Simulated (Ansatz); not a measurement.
`[OH][Ga]([OH])[Br]` and `[OH][Ga]([Br])[Br]` differ in one atom or group.

Ansatz, PBE0-D4/def2-TZVP geometries, multiplicity 1. Each molecule was computed in one conformer, which needn't be the lowest.

Scalar relativity is left out up to krypton.

```tsv
property	`[OH][Ga]([OH])[Br]`
LUMO energy (PBE0/def2-TZVPP) / eV	-1.30
size of the dipole moment (ωB97M-V/def2-TZVPP) / D	1.48
HOMO energy (B3LYP/def2-TZVPP) / eV	-8.45
size of the dipole moment (PBE/def2-TZVPP) / D	1.45
LUMO energy (PBE/def2-TZVPP) / eV	-2.23
HOMO energy (ωB97M-V/def2-TZVPP) / eV	-10.97
```

Q: Give the same properties after the change, and the shifts. (An estimate is asked.)

A: The calculation gave: 
```json
{"property": "LUMO energy (PBE0/def2-TZVPP) / eV", "`[OH][Ga]([Br])[Br]`": "-1.76", "shift": "-0.46"}
{"property": "size of the dipole moment (ωB97M-V/def2-TZVPP) / D", "`[OH][Ga]([Br])[Br]`": "1.26", "shift": "-0.22"}
{"property": "HOMO energy (B3LYP/def2-TZVPP) / eV", "`[OH][Ga]([Br])[Br]`": "-8.45", "shift": "0.00"}
{"property": "size of the dipole moment (PBE/def2-TZVPP) / D", "`[OH][Ga]([Br])[Br]`": "1.22", "shift": "-0.23"}
{"property": "LUMO energy (PBE/def2-TZVPP) / eV", "`[OH][Ga]([Br])[Br]`": "-2.66", "shift": "-0.43"}
{"property": "HOMO energy (ωB97M-V/def2-TZVPP) / eV", "`[OH][Ga]([Br])[Br]`": "-10.93", "shift": "0.04"}
```

The zero-point energy changes by -33.4 kJ/mol with -3 modes. Dipoles are sizes alone; their direction can turn.

B3LYP here is the variant with VWN-RPA as its local correlation; programs differ in this.

Spin–orbit coupling is left out; it splits and shifts lone-pair levels of the heavy atoms by tenths of an eV.
